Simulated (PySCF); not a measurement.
**Computed properties of C2H10OSi3, SMILES O=CC[SiH2][SiH2][SiH3]**

C2H10OSi3, SMILES O=CC[SiH2][SiH2][SiH3]. The structure is a stationary point at B3LYP-D3(BJ)/def2-SVP. The structure was generated by enumeration, and PubChem lists no compound with its InChIKey, so it may never have been made. Other conformers were not sampled. All values are computed for the isolated molecule unless a solvent is named; none is compared with measurement here.

**Structure.** All 42 harmonic modes at B3LYP-D3(BJ)/def2-SVP (PySCF) are real, so it is a minimum. With heavy atoms numbered as in [O:1]=[CH:2][CH2:3][SiH2:4][SiH2:5][SiH3:6], the shortest bond between them is O1–C2 at 1.206 Å and the longest Si5–Si6 at 2.352 Å.

**Vibrations.** The strongest infrared lines (harmonic, unscaled, degenerate partners summed) lie at 714 cm⁻¹ (267 km/mol, H 86 %, Si 13 %), 1839 cm⁻¹ (245 km/mol, C 60 %, O 37 %), 882 cm⁻¹ (232 km/mol, H 91 %, Si 9 %). The softest mode is at 33 cm⁻¹ and the zero-point energy is 66.1 kcal/mol.

**Electronic structure.** PBE0/def2-TZVP (PySCF) places the frontier levels at -7.42 and -0.98 eV, a gap of 6.44 eV, and gives a dipole moment of 2.94 D. PBE/def2-TZVP (PySCF) at the same geometry gives -5.88 and -2.06 eV, so its gap is 2.62 eV narrower. An orbital gap is neither the optical nor the fundamental gap.

**Excitations.** TDA-M06-2X/def2-SVPD (PySCF) has S1 at 4.09 eV (303 nm, f = 0.004, weak); the most intense of the 6 singlets computed lies at 6.75 eV (f = 0.23). T1 (TDA) is at 3.60 eV, 0.49 eV under S1. TDA-PBE/def2-SVPD (PySCF) puts S1 at 4.04 eV. No vertical singlet excitation falls in the visible range (under 3.1 eV).

**NMR.** GIAO shifts at B3LYP/pcSseg-1 (PySCF) (non-relativistic, atoms alike by connectivity averaged): ¹³C from 36.0 to 202.0 ppm against TMS; ¹H from 2.2 to 10.0 ppm against TMS; ²⁹Si from -109.8 to -67.8 ppm against TMS.

**Solvation.** SMD-PBE0/6-31G* (PySCF) gives -0.3 kcal/mol in water, -4.8 kcal/mol in 2-propanol, -4.7 kcal/mol in diethylether (1 M in both phases, gas-phase geometry).
